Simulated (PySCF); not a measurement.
## Molecular orbitals of ZnSe

B97-3 at R = 2.185 Å; basis Zn def2-TZVPP, Se def2-TZVPP; no relativity; PySCF 2.14. State: ¹Σ⁺ (singlet), closed shell. Only the outer orbitals are listed, counted within each symmetry.

| orbital | occ. | ε (eV) | on Zn (%) | main shells (%) |
| --- | --- | --- | --- | --- |
| 6π | 2 | -15.84 | 100 | 100 Zn d |
| 6π | 2 | -15.84 | 100 | 100 Zn d |
| 2δ | 2 | -15.70 | 100 | 100 Zn d |
| 2δ | 2 | -15.70 | 100 | 100 Zn d |
| 13σ | 2 | -15.47 | 81 | 79 Zn d, 19 Se s |
| 14σ | 2 | -8.71 | 51 | 49 Zn s, 44 Se p |
| 7π | 2 | -6.25 | 11 | 89 Se p, 10 Zn p |
| 7π | 2 | -6.25 | 11 | 89 Se p, 10 Zn p |
| 15σ | 0 | -4.00 | 69 | 37 Zn s, 31 Zn p, 31 Se p |
| 8π | 0 | -0.50 | 92 | 89 Zn p |
| 8π | 0 | -0.50 | 92 | 89 Zn p |

Q: Which are the highest filled and the lowest empty level, where do they sit, and how wide is the gap?

A: Highest filled 7π at -6.25 eV (in %: 89 Se p, 10 Zn p); lowest empty 15σ at -4.00 eV (in %: 37 Zn s, 31 Zn p, 31 Se p); the gap at B97-3 is 2.25 eV.

| Item | Value |
| --- | --- |
| bond order (Mayer) | 1.86 |
| ⟨S²⟩ | 0.000 |
| charge on Zn (Mulliken, basis-dependent) | 0.43 |
| charge on Zn (Löwdin, basis-dependent) | 0.10 |
| dipole moment (positive dipole means Zn(−)Se(+)) | -5.26 D |
